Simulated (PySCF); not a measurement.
Cartesian coordinates in Å; atom numbers follow the order of the lines, from 1:
```xyz
12

O     1.639    0.945    1.134
Si    1.389   -0.178   -0.067
C    -0.396   -0.801   -0.010
C    -1.407    0.283   -0.306
F    -1.114    1.425    0.431
H     0.876    1.527    1.241
H     1.638    0.385   -1.434
H     2.328   -1.309    0.174
H    -0.576   -1.238    0.987
H    -0.516   -1.619   -0.742
H    -2.436   -0.015   -0.045
H    -1.386    0.567   -1.372
```

Geometry: PBE0-D3(BJ)/def2-SVP; GIAO shifts from PySCF 2.14, gas phase, non-relativistic, averaged over equivalent atoms.

At mPW1PW91/pcSseg-2 (285 basis functions, 34 s wall time on 1 thread of an Arm Neoverse V2, shared host):
```tsv
atoms	δ (ppm)
O1	31.4
Si2	-11.9
C4	88.9
C3	21.1
F5	-225.8
H7/H8	5.07
H11/H12	4.87
H6	1.50
H9/H10	1.15
```

Scale: H2O for $^{17}$O (σref 327.10); $^{29}$Si (σref 340.01), $^{13}$C (σref 183.53), $^{1}$H (σref 31.29) against TMS; $^{19}$F (σref 177.19) vs CFCl3 (reference shieldings calculated alike).

Task: What do these become at KT3/pcSseg-2?

Result: 
| atoms | δ at KT3/pcSseg-2 | change |
| --- | --- | --- |
| O1 | 35.8 | +4.4 |
| Si2 | -12.2 | -0.3 |
| C4 | 89.1 | +0.2 |
| C3 | 22.4 | +1.3 |
| F5 | -238.1 | -12.3 |
| H7/H8 | 5.06 | -0.01 |
| H11/H12 | 5.01 | +0.14 |
| H6 | 1.22 | -0.28 |
| H9/H10 | 1.26 | +0.11 |

Referencing at the same level of theory: $^{17}$O (σref 323.80) vs H2O; TMS for $^{29}$Si (σref 358.24), $^{13}$C (σref 181.31), $^{1}$H (σref 31.35); CFCl3 for $^{19}$F (σref 146.91).

The largest change is at F5 (fluorine on an sp3 carbon). Cost: 285 basis functions, 41 s wall time on 1 thread of an Arm Neoverse V2, shared host.

Unscaled 19F shifts against computed CFCl3 carry errors that often reach 10 to 50 ppm. Experimental scales use liquid or dissolved standards, which lie at an offset from isolated H2O (liquid H2O: subtract about 36 ppm).
